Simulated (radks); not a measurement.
Isoelectronic series with 25 electrons, each ion in its NIST ground configuration. Method: scalar-relativistic Kohn-Sham, BLYP, spin-unpolarised, spherical densities, point nucleus; computed with a radial shooting solver on a logarithmic mesh with Libxc functionals. Total energies (hartree) and mean radii <r> (bohr):

ion,configuration,E (hartree),3d,3p,3s
Mn,[Ar] 3d5 4s2,-1158.60636,1.225,0.9043,0.8515
Co2+,[Ar] 3d7,-1392.52706,1.025,0.8163,0.7743
Cu4+,[Ar] 3d7,-1650.49181,0.8066,0.7259,0.6991
Ga6+,[Ar] 3d7,-1932.35881,0.6784,0.6505,0.6345
As8+,[Ar] 3d7,-2238.19202,0.5901,0.5884,0.5794
Br10+,[Ar] 3d7,-2568.11647,0.5242,0.5367,0.5325
Rb12+,[Ar] 3d7,-2922.29180,0.4727,0.4931,0.4922
Nb16+,[Ar] 3d7,-3704.15723,0.3963,0.4240,0.4267
Tc18+,[Ar] 3d7,-4132.28136,0.3671,0.3961,0.3998
Rh20+,[Ar] 3d7,-4585.52244,0.3419,0.3716,0.3759
